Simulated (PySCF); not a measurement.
H$_{3}$Cl$_{2}$FOSi$_{2}$ (SMILES F[SiH2]O[SiH](Cl)Cl), singlet, at a GFN2-xTB geometry; SVWN5/6-31G, polarisability in PySCF.

Here is a job for PySCF.
```python
from pyscf import gto, scf, dft
from pyscf.prop import polarizability

mol = gto.Mole()
mol.atom = '''
    Si   -2.238943    0.462049   -0.027158
    F    -3.042271   -0.597617   -0.917746
    O    -0.697430   -0.010904   -0.117321
    Si    0.844771   -0.471557   -0.131237
    Cl    1.444253   -0.628377    1.769967
    Cl    1.885750    0.940088   -1.089024
    H    -2.683343    0.295341    1.340736
    H    -2.348322    1.748487   -0.682153
    H     0.899899   -1.744019   -0.818802
'''
mol.basis = '6-31g'
mol.charge = 0
mol.spin = 0
mol.verbose = 3
mol.build()

mf = dft.RKS(mol)
mf.xc = 'lda,vwn'
mf.kernel()
alpha = mf.Polarizability().polarizability()[2, 2]
print('alpha_zz =', alpha)
```

### Question
Write the output that PySCF gives for this input, abridged.

### Answer

```
site-packages/pyscf/prop/efg/rhf.py:45: UserWarning: Module EFG is under testing
  warnings.warn('Module EFG is under testing')
site-packages/pyscf/prop/efg/dhf.py:30: UserWarning: Module EFG is under testing
  warnings.warn('Module EFG is under testing')
site-packages/pyscf/prop/zfs/uhf.py:40: UserWarning: Module ZFS is under testing
  warnings.warn('Module ZFS is under testing')
site-packages/pyscf/prop/gtensor/uhf.py:43: UserWarning: Module g-tensor is under testing
  warnings.warn('Module g-tensor is under testing')
site-packages/pyscf/prop/gtensor/uks.py:41: UserWarning: Module g-tensor is under testing
  warnings.warn('Module g-tensor is under testing')
site-packages/pyscf/prop/hfc/uks.py:35: UserWarning: Module HFC is under testing
  warnings.warn('Module HFC is under testing')
site-packages/pyscf/prop/magnetizability/rhf.py:39: UserWarning: Module magnetizability is under testing
  warnings.warn('Module magnetizability is under testing')
site-packages/pyscf/prop/magnetizability/uhf.py:37: UserWarning: Module magnetizability is under testing
  warnings.warn('Module magnetizability is under testing')
site-packages/pyscf/prop/magnetizability/rks.py:37: UserWarning: Module magnetizability is under testing
  warnings.warn('Module magnetizability is under testing')
site-packages/pyscf/prop/magnetizability/uks.py:39: UserWarning: Module magnetizability is under testing
  warnings.warn('Module magnetizability is under testing')
site-packages/pyscf/prop/polarizability/uhf.py:34: UserWarning: Module polarizability is under testing
  warnings.warn('Module polarizability is under testing')
site-packages/pyscf/prop/polarizability/rks.py:29: UserWarning: Module polarizability is under testing
  warnings.warn('Module polarizability is under testing')
site-packages/pyscf/prop/polarizability/uks.py:29: UserWarning: Module polarizability is under testing
  warnings.warn('Module polarizability is under testing')
converged SCF energy = -1669.74420079174
alpha_zz = 61.0830966667405
```
